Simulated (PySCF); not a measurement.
Simulated absorption spectrum

Compound: C₅H₈ClF.
SMILES: `C[C@@H]1C[C@H](Cl)[C@@H]1F`

Theory: TDDFT CAM-B3LYP/def2-SVPD, vertical, gas phase, core orbitals frozen in the response (PySCF). Geometry: PBE0-D3(BJ)/def2-SVP, one conformer, isolated molecule.

Computed states:

```
state  E (eV)       f
   S1    7.06  0.0034
   S2    7.17  0.0040
   S3    7.86  0.0017
   S4    8.01   0.023
   S5    8.25   0.015
   S6    8.56   0.031
   S7    8.65  0.0074
   S8    8.72   0.014
   S9    8.77   0.037
  S10    8.85   0.043
```

Each state is given a Gaussian of 0.3 eV full width at half maximum, with ε(max) = 2.175×10⁸ f / Δν̃ (Δν̃ the width in cm⁻¹). The width is an assumption, not a result. The curve ends short of the highest state used, and states not computed would add to its high-energy end.

**Question.** What does the envelope look like, and where are its maxima?

**Answer.** 
E (eV), ε (L mol⁻¹ cm⁻¹) and a bar:
```
     6.61          1 
     6.66          3 
     6.72         10 
     6.78         33 
     6.83         74 #
     6.89        164 ##
     6.95        301 ####
     7.00        431 #####
     7.06        561 #######
     7.12        608 ########
     7.17        565 #######
     7.23        438 #####
     7.29        280 ###
     7.35        148 ##
     7.40         74 #
     7.46         28 
     7.52         13 
     7.57         19 
     7.63         54 #
     7.69        150 ##
     7.74        319 ####
     7.80        677 ########
     7.86       1212 ###############
     7.91       1717 #####################
     7.97       2214 ###########################
     8.03       2426 ##############################
     8.08       2382 #############################
     8.14       2196 ###########################
     8.20       1999 #########################
     8.25       1868 #######################
```

Maxima: 174 nm (7.12 eV), ε about 610, made up of S1 (45%) and S2 (55%); 154 nm (8.04 eV), ε about 2400, made up of S4 (83%) and S5 (15%) (ε in L mol⁻¹ cm⁻¹; maxima over ε = 5, shares over 10%).

**Question.** What would ε be at 8.04 eV, the highest of these maxima, with half the width (0.15 eV)?

**Answer.** About 3720 L mol⁻¹ cm⁻¹ against 2430, a factor of about 1.5; a lone state at its own centre would give exactly 2.

**Question.** Coming from long wavelengths, where does ε first pass 100 L mol⁻¹ cm⁻¹?

**Answer.** At about 181 nm (6.85 eV), 0.20 eV below S1.

The vertical ionisation energy (ΔSCF) is 10.48 eV, 1.62 eV above S10.
